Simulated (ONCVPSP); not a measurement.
What one change does to a pseudopotential (oxygen (O), ONCV)

```json
{"Element": "O", "Generator": "ONCVPSP 4.0.1", "Type": "optimised norm-conserving Vanderbilt (ONCV)", "Functional": "revPBE", "Relativity": "scalar-relativistic", "Frozen core": "[He]", "Valence charge": "6", "Reference configuration": "2s2 2p3 (charge +1)", "Partial waves": "2s: rc 0.70 bohr, ncon 3, nbas 7, qcut 10.1 1/bohr, 1 projector; 2p: rc 1.65 bohr, ncon 3, nbas 6, qcut 8.4 1/bohr, 3 projectors, debl 3.3 Ha; d scattering state at 0.45 Ha: rc 1.75 bohr, ncon 4, nbas 6, qcut 5 1/bohr, 1 projector", "Local potential": "polynomial inside 0.55 bohr (lpopt 5, dvloc0 0 Ha)", "Core correction": "Teter function, fcfact 2.25, rcfact 1.25"}
```

All-electron outer shells of the reference configuration (revPBE, scalar-relativistic, ld1.x):

```json
{"shell": "1s", "level (eV)": "-533.86", "outermost node (bohr)": "–", "outermost maximum (bohr)": "0.13"}
{"shell": "2s", "level (eV)": "-39.72", "outermost node (bohr)": "0.28", "outermost maximum (bohr)": "0.86"}
{"shell": "2p", "level (eV)": "-24.39", "outermost node (bohr)": "–", "outermost maximum (bohr)": "0.79"}
```

Change: p: qcut 5.4.

Cutoffs: the cutoffs (Ha) at which the residual kinetic energy of the hardest occupied pseudo-wave falls to 1 and 0.1 mHa per electron; they do not see the model core or the augmentation charge, which bear on the density cutoff. Errors are all-electron minus pseudo energies relative to the spin-unpolarised reference configuration.

Question: Predict the effect on cutoff, ghosts and configuration errors.

Answer: The potential gets neither clearly harder nor softer (43 Ha and 55 Ha → 43 Ha and 63 Ha); the s channel sets the loose cutoff, while the largest relative change is in p, which becomes harder; of the 4 tests that both files solve, the error grows in 4 and shrinks in 0 by more than 15 % and 0.3 meV (median size 511.4 → 1102.1 meV); neither file shows a bound ghost.

```csv
quantity,base,changed
"cutoff, loose",43 Ha,43 Ha
"cutoff, tight",55 Ha,63 Ha
loose cutoff by channel,"s 43 Ha, p 25 Ha","s 43 Ha, p 35 Ha"
bound ghosts,none,none
GHOST(+) flags under 300 eV,d at 74.1 eV,d at 74.1 eV
"error for 2s2 2p4, meV [ΔE -16.37 eV]",+47,+121
"error for 2s2 2p2, meV [ΔE 33.52 eV]",+144,+324
"error for 2s2 2p1, meV [ΔE 87.31 eV]",+879,+1880
"error for 2s2 2p0, meV [ΔE 164.08 eV]",+2830,+5742
s: phases at 0.71 bohr within 0.05 rad from the reference energy up to (Ha; the scan ends near 5),to the end of the scan,to the end of the scan
p: phases at 1.68 bohr within 0.05 rad from the reference energy up to (Ha; the scan ends near 5),to the end of the scan,to the end of the scan
d: phases at 1.78 bohr within 0.05 rad from the reference energy up to (Ha; the scan ends near 5),2.6,2.6
"rms error of d²Exc/dni dnj with the model core, mHa",2.02,1.43
```
